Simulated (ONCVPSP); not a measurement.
Ge: one change to an ONCV potential, before and after

| Item | Value |
| --- | --- |
| Element | germanium (Ge) |
| Generator | ONCVPSP 4.0.1 |
| Type | optimised norm-conserving Vanderbilt (ONCV) |
| Functional | PBE |
| Relativity | scalar-relativistic |
| Frozen core | [Ar] |
| Valence charge | 14 |
| Reference configuration | 3d10 4s2 4p2 |
| Partial waves | 4s: rc 1.45 bohr, ncon 4, nbas 8, qcut 4.1 1/bohr, 2 projectors, debl 0.7 Ha; 4p: rc 2.10 bohr, ncon 3, nbas 7, qcut 4.7 1/bohr, 2 projectors, debl 1.7 Ha; 3d: rc 1.20 bohr, ncon 3, nbas 8, qcut 15 1/bohr, 3 projectors, debl 3 Ha; f scattering state at 0.14 Ha: rc 1.65 bohr, ncon 3, nbas 6, qcut 7.3 1/bohr, 2 projectors, debl 1.1 Ha |
| Local potential | polynomial inside 1.10 bohr (lpopt 4, dvloc0 4 Ha) |
| Core correction | polynomial model core, fcfact 0.6 |

All-electron outer shells of the reference configuration (PBE, scalar-relativistic, ld1.x):

| shell | level (eV) | outermost node (bohr) | outermost maximum (bohr) |
| --- | --- | --- | --- |
| 3s | -168.49 | 0.26 | 0.54 |
| 3p | -115.62 | 0.23 | 0.54 |
| 3d | -29.31 | – | 0.50 |
| 4s | -11.73 | 0.77 | 1.75 |
| 4p | -3.90 | 0.82 | 2.22 |

Change: local potential polynomial inside 1.10 bohr (lpopt 4, dvloc0 -2 Ha).

Cutoffs: the cutoffs (Ha) at which the residual kinetic energy of the hardest occupied pseudo-wave falls to 1 and 0.1 mHa per electron; they do not see the model core or the augmentation charge, which bear on the density cutoff. Errors are all-electron minus pseudo energies relative to the spin-unpolarised reference configuration.

**Question.** What does the change do?

**Answer.** The potential gets neither clearly harder nor softer (82 Ha and 91 Ha → 82 Ha and 91 Ha); the lowest positive-energy flag moves from s at 91.8 eV to s at 31.5 eV; the errors of the 4 common tests hardly move; the range in which the s phases agree narrows (upper end 2.8 → 1.1); neither file shows a bound ghost.

```csv
quantity,base,changed
"cutoff, loose",82 Ha,82 Ha
"cutoff, tight",91 Ha,91 Ha
bound ghosts,none,none
GHOST(+) flags under 300 eV,s at 91.8 eV,s at 31.5 eV
"error for 3d10 4s2 4p1, meV [ΔE 7.44 eV]",-1.4,-1.4
"error for 3d10 4s2 4p0, meV [ΔE 22.88 eV]",-8.9,-8.8
"error for 3d10 4s1 4p0, meV [ΔE 57.68 eV]",-36,-36
"error for 3d10 4s1 4p2, meV [ΔE 16.16 eV]",-2.9,-2.8
s: phases at 1.48 bohr within 0.05 rad from the reference energy up to (Ha; the scan ends near 5),2.8,1.1
p: phases at 2.13 bohr within 0.05 rad from the reference energy up to (Ha; the scan ends near 5),3.2,3.1
d: phases at 1.22 bohr within 0.05 rad from the reference energy up to (Ha; the scan ends near 5),to the end of the scan,to the end of the scan
f: phases at 1.67 bohr within 0.05 rad from the reference energy up to (Ha; the scan ends near 5),to the end of the scan,to the end of the scan
"rms error of d²Exc/dni dnj with the model core, mHa",0.85,0.85
```
